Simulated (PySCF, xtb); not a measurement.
GeH₇NOSi, SMILES [OH][GeH2][NH][SiH3].

GFN2-xTB run with xtb 6.7.1 at its own geometry gives an orbital gap of 5.42 eV and a dipole moment of 1.20 D.

The structure is a stationary point at ωB97X-D3(BJ)/def2-SVP. The structure was generated by enumeration, and PubChem lists no compound with its InChIKey, so it may never have been made. The values are those of a single conformer.

**Question.** What does PySCF with HF/def2-TZVP give? (An estimate is asked for; the answer gives what the named calculation found.)

**Answer.** gap 13.89 eV (levels -10.95 and 2.94 eV), dipole 1.01 D.
